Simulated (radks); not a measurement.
Task: Species: V I. Configuration: [Ar] 3d3 4s2. Calculated with a radial shooting solver on a logarithmic mesh with Libxc functionals: scalar-relativistic Kohn-Sham, PBEsol, spin-polarised, spherical densities, point nucleus; open shells are filled with parallel spins first. Some entries of the table are withheld. Estimate them.

orbital  occ.  eigenvalue (Ry)  <1/r> (bohr^-1)
1s down     1        -393.7986            22.82
1s up       1        -393.7981            22.82
2s up       1        -44.23499            4.791
2s down     1        -44.16185            4.797
2p up       3        -36.94330            4.695
2p down     3        -36.88704            4.701
3s up       1         -5.21496            1.486
3s down     1         -5.01154            1.483
3p up       3         -3.29772            1.352
3p down     3         -3.09643            1.348
3d up       3         -0.44383           0.9696
4s up       1              (1)           0.3996
4s down     1              (2)           0.3708
3d down     0         -0.26647           0.9213

Result: 
(1) 4s up eigenvalue (Ry): -0.36793
(2) 4s down eigenvalue (Ry): -0.31470
